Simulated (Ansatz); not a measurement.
One change: `BC(O)[SiH3]` becomes `OC([SiH3])Br`.

Ansatz, PBE0-D4/def2-TZVP geometries, multiplicity 1. Each molecule was computed in one conformer, which needn't be the lowest.

Scalar relativity is left out up to krypton. Spin–orbit coupling is left out; it splits and shifts lone-pair levels of the heavy atoms by tenths of an eV.

```csv
property,`BC(O)[SiH3]`
zero-point energy (PBE0-D4/def2-TZVP) / kJ/mol,202.2
LUMO energy (PBE/def2-TZVPP) / eV,-2.14
HOMO–LUMO gap (B3LYP/def2-TZVPP) / eV,6.04
HOMO energy (ωB97M-V/def2-TZVPP) / eV,-9.92
HOMO energy (PBE/def2-TZVPP) / eV,-6.32
size of the dipole moment (B3LYP/def2-TZVPP) / D,2.09
```

**Question.** Give the same properties after the change, and the shifts. (Estimate.)

**Answer.** The calculation gave: 
```json
{"property": "zero-point energy (PBE0-D4/def2-TZVP) / kJ/mol", "`OC([SiH3])Br`": "150.5", "shift": "-51.7"}
{"property": "LUMO energy (PBE/def2-TZVPP) / eV", "`OC([SiH3])Br`": "-1.48", "shift": "0.66"}
{"property": "HOMO–LUMO gap (B3LYP/def2-TZVPP) / eV", "`OC([SiH3])Br`": "6.80", "shift": "0.76"}
{"property": "HOMO energy (ωB97M-V/def2-TZVPP) / eV", "`OC([SiH3])Br`": "-10.05", "shift": "-0.13"}
{"property": "HOMO energy (PBE/def2-TZVPP) / eV", "`OC([SiH3])Br`": "-6.53", "shift": "-0.21"}
{"property": "size of the dipole moment (B3LYP/def2-TZVPP) / D", "`OC([SiH3])Br`": "1.90", "shift": "-0.19"}
```

With PBE0 the HOMO falls by 0.14 eV and the LUMO rises by 0.68 eV, so the gap widens by about 0.82 eV. PBE moves the HOMO by -0.21 eV and ωB97M-V by -0.13 eV. The zero-point energy changes by -51.7 kJ/mol with -6 modes. Dipoles are sizes alone; their direction can turn.

B3LYP here is the variant with VWN-RPA as its local correlation; programs differ in this.
